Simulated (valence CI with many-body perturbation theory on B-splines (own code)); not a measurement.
## Ni⁶⁺: calculated level list

Method: relativistic CI+MBPT: four valence electrons over a frozen Dirac-Fock core [Ar], a basis of 9 s, 9 p, 10 d, 8 f, 5 g, 3 h, 1 i functions for each j, with the one-electron correlation potential Σ1 (screened to all orders), the two-electron term Σ2, the three-electron term Σ3, Breit, model QED; selected single and double excitations, second order for the rest, scaled by the run's own slope (own B-spline code, finite nucleus).

Set against measurement, 16 paired levels are off by 460 cm⁻¹ on average, the worst by 1211. These come from a selection out of Corliss and Sugar, J. Phys. Chem. Ref. Data 10, 197 (1981). Levels without a partner in it may be off by more, other configurations by 1,000 to 8,000 cm⁻¹. The list stops below the first excitations out of the core. Only levels of the ground parity were solved; by the run's estimate the other parity begins above the list, which can be wrong where configurations are misplaced.

Levels 1 to 42 of 42, with energies above the lowest level, 3d4 5D_0. "Leading %" is the weight of the configuration and term that name the level; weights of strongly mixed levels are sums over their largest components and can fall short. In the jj column 3d3/2^4 stands for four electrons in 3d with j = 3/2. Lifetimes count E1, E2, E3, M1 and M2 decay at the calculated energies, and are blank where another channel may lead or the interval is too uncertain; long ones can be off by a factor of two.

| No. | Configuration | Term | J | E (cm⁻¹) | Leading % | Lifetime | Leading jj | g |
| --- | --- | --- | --- | --- | --- | --- | --- | --- |
| 1 | 3d4 | 5D | 0 | 0 | 99 |  | 3d3/2^2 3d5/2^2 (66 %) |  |
| 2 | 3d4 | 5D | 1 | 280 | 99 | 846 s | 3d3/2^3 3d5/2 (54 %) | 1.500 |
| 3 | 3d4 | 5D | 2 | 800 | 100 | 125 s | 3d3/2^2 3d5/2^2 (67 %) | 1.500 |
| 4 | 3d4 | 5D | 3 | 1514 | 100 | 59.3 s | 3d3/2^2 3d5/2^2 (46 %) | 1.500 |
| 5 | 3d4 | 5D | 4 | 2379 | 99 | 57.0 s | 3d3/2 3d5/2^3 (44 %) | 1.500 |
| 6 | 3d4 | 3P | 0 | 30374 | 97 | 150 ms | 3d3/2^4 (60 %) |  |
| 7 | 3d4 | 3H | 4 | 30505 | 95 | 20.0 s | 3d3/2^3 3d5/2 (40 %) | 0.812 |
| 8 | 3d4 | 3H | 5 | 31096 | 97 | 178 s | 3d3/2^2 3d5/2^2 (78 %) | 1.037 |
| 9 | 3d4 | 3H | 6 | 31666 | 99 | 245 s | 3d3/2 3d5/2^3 (52 %) | 1.165 |
| 10 | 3d4 | 3P | 1 | 32113 | 99 | 177 ms | 3d3/2^3 3d5/2 (43 %) | 1.497 |
| 11 | 3d4 | 3F | 2 | 34001 | 99 | 606 ms | 3d3/2^2 3d5/2^2 (52 %) | 0.668 |
| 12 | 3d4 | 3F | 3 | 34020 | 88 | 323 ms | 3d3/2^2 3d5/2^2 (54 %) | 1.044 |
| 13 | 3d4 | 3F | 4 | 34254 | 88 | 236 ms | 3d3/2^2 3d5/2^2 (32 %) | 1.221 |
| 14 | 3d4 | 3P | 2 | 34798 | 99 | 278 ms | 3d3/2 3d5/2^3 (40 %) | 1.497 |
| 15 | 3d4 | 3G | 3 | 37496 | 88 |  | 3d3/2 3d5/2^3 (50 %) | 0.788 |
| 16 | 3d4 | 3G | 4 | 38059 | 88 | 1.71 s | 3d3/2^2 3d5/2^2 (61 %) | 1.063 |
| 17 | 3d4 | 3G | 5 | 38519 | 97 |  | 3d3/2 3d5/2^3 (78 %) | 1.195 |
| 18 | 3d4 | 1I | 6 | 46160 | 99 | 824 ms | 3d3/2^2 3d5/2^2 (52 %) | 1.001 |
| 19 | 3d4 | 3D | 3 | 46603 | 99 | 343 ms | 3d3/2 3d5/2^3 (49 %) | 1.332 |
| 20 | 3d4 | 1G | 4 | 46629 | 95 | 232 ms | 3d5/2^4 (32 %) | 1.003 |
| 21 | 3d4 | 3D | 2 | 46849 | 97 | 388 ms | 3d3/2^2 3d5/2^2 (33 %) | 1.166 |
| 22 | 3d4 | 3D | 1 | 47181 | 99 | 312 ms | 3d3/2 3d5/2^3 (53 %) | 0.502 |
| 23 | 3d4 | 1S | 0 | 51560 | 98 | 147 ms | 3d3/2 3d5/2^3 (51 %) |  |
| 24 | 3d4 | 1D | 2 | 58930 | 98 | 182 ms | 3d3/2^2 3d5/2^2 (35 %) | 1.001 |
| 25 | 3d4 | 1F | 3 | 66551 | 98 |  | 3d3/2 3d5/2^3 (56 %) | 1.001 |
| 26 | 3d4 | 3P | 2 | 78460 | 99 | 128 ms | 3d3/2^2 3d5/2^2 (58 %) | 1.498 |
| 27 | 3d4 | 3F | 4 | 79008 | 99 |  | 3d3/2^2 3d5/2^2 (72 %) | 1.249 |
| 28 | 3d4 | 3F | 2 | 79184 | 99 | 74.7 ms | 3d3/2^2 3d5/2^2 (59 %) | 0.667 |
| 29 | 3d4 | 3F | 3 | 79300 | 98 |  | 3d3/2 3d5/2^3 (74 %) | 1.082 |
| 30 | 3d4 | 3P | 1 | 80374 | 99 |  | 3d3/2 3d5/2^3 (84 %) | 1.500 |
| 31 | 3d4 | 3P | 0 | 81299 | 99 |  | 3d5/2^4 (56 %) |  |
| 32 | 3d4 | 1G | 4 | 89918 | 99 |  | 3d3/2 3d5/2^3 (56 %) | 1.001 |
| 33 | 3d4 | 1D | 2 | 119070 | 99 |  | 3d3/2^2 3d5/2^2 (61 %) | 0.999 |
| 34 | 3d4 | 1S | 0 | 154590 | 99 | 12.3 ms | 3d3/2^2 3d5/2^2 (68 %) |  |
| 35 | 3d3 4s | 5F | 1 | 368570 | 99 | 5.59 μs | 3d3/2^3 4s (38 %) | -0.001 |
| 36 | 3d3 4s | 5F | 2 | 369100 | 99 | 5.56 μs | 3d3/2^2 3d5/2 4s (58 %) | 0.999 |
| 37 | 3d3 4s | 5F | 3 | 369890 | 99 | 5.54 μs | 3d3/2^2 3d5/2 4s (60 %) | 1.249 |
| 38 | 3d3 4s | 5F | 4 | 370910 | 99 | 5.52 μs | 3d3/2 3d5/2^2 4s (73 %) | 1.349 |
| 39 | 3d3 4s | 5F | 5 | 372120 | 99 | 5.51 μs | 3d3/2 3d5/2^2 4s (47 %) | 1.399 |
| 40 | 3d3 4s | 3F | 2 | 378660 | 98 | 2.56 μs | 3d3/2^2 3d5/2 4s (54 %) | 0.668 |
| 41 | 3d3 4s | 3F | 3 | 380000 | 98 | 2.56 μs | 3d3/2 3d5/2^2 4s (57 %) | 1.083 |
| 42 | 3d3 4s | 3F | 4 | 381610 | 98 | 2.55 μs | 3d3/2 3d5/2^2 4s (52 %) | 1.248 |

The ionisation energy to 3d3 4F_3/2 of the next ion comes out as 132.49 eV (NIST: 132 ± 2 eV (theoretical)). All 42 levels together are meant to be complete up to 386880 cm⁻¹.
